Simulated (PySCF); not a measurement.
Bond stretch in SMILES BB (H₄B₂). The B1–B4 bond (B1 also carries H, H; B4 carries H, H) is varied alone, starting from the PBE0/def2-TZVP optimised geometry.

- RCCSD(T) = CCSD(T) on RHF/def2-TZVP, 2 core orbitals frozen (PySCF)
- UKS-PBE = unrestricted PBE/def2-TZVP run with PySCF
- RHF/def2-TZVP (PySCF)
- UHF/LANL2DZ = unrestricted Hartree-Fock/LANL2DZ in PySCF

Energies are in kJ/mol, each relative to the lowest point of its own curve near equilibrium.

```csv
R / Å,RCCSD(T),UKS-PBE,RHF,UHF/LANL2DZ
1.30,?,167.7,224.2,243.5
1.38,101.3,?,119.8,131.1
1.45,?,36.0,61.3,67.6
1.54,12.5,6.8,18.4,20.7
1.56,8.0,3.6,12.7,14.4
1.63,0.0,0.0,?,1.6
1.69,1.1,4.1,0.0,0.0
1.74,?,?,3.6,3.7
1.77,10.8,16.9,7.5,7.7
1.87,32.1,40.9,27.2,28.5
2.03,78.4,89.0,73.2,76.9
2.18,127.5,138.2,124.3,130.1
2.44,212.3,221.8,217.0,225.3
2.68,282.0,291.2,298.7,297.3
2.91,337.3,348.7,370.1,332.3
3.26,398.3,417.5,464.0,355.2
3.55,428.6,447.4,529.0,362.4
3.97,447.2,466.3,605.5,366.1
4.35,448.3,473.1,659.9,367.0
4.85,440.9,476.4,715.0,367.3
5.65,428.1,477.7,775.9,367.2
```

Problem. Fill in the missing entries.

Solution. 
- 1.30, RCCSD(T): 196.7
- 1.38, UKS-PBE: 81.4
- 1.45, RCCSD(T): 49.1
- 1.63, RHF: 1.2
- 1.74, RCCSD(T): 6.2
- 1.74, UKS-PBE: 11.3

The T1 diagnostic of CCSD on the restricted reference of RCCSD(T) exceeds 0.045 at 4.35 to 5.65 Å. The unrestricted determinant behind UKS-PBE is spin-contaminated at 3.26 to 5.65 Å (<S²> up to 1.0, against 0.00 for a pure singlet). The restricted form behind RHF keeps the bonding electrons paired and can't separate into open-shell fragments. The unrestricted determinant behind UHF/LANL2DZ is spin-contaminated at 2.68 to 5.65 Å (<S²> up to 1.0, against 0.00 for a pure singlet).
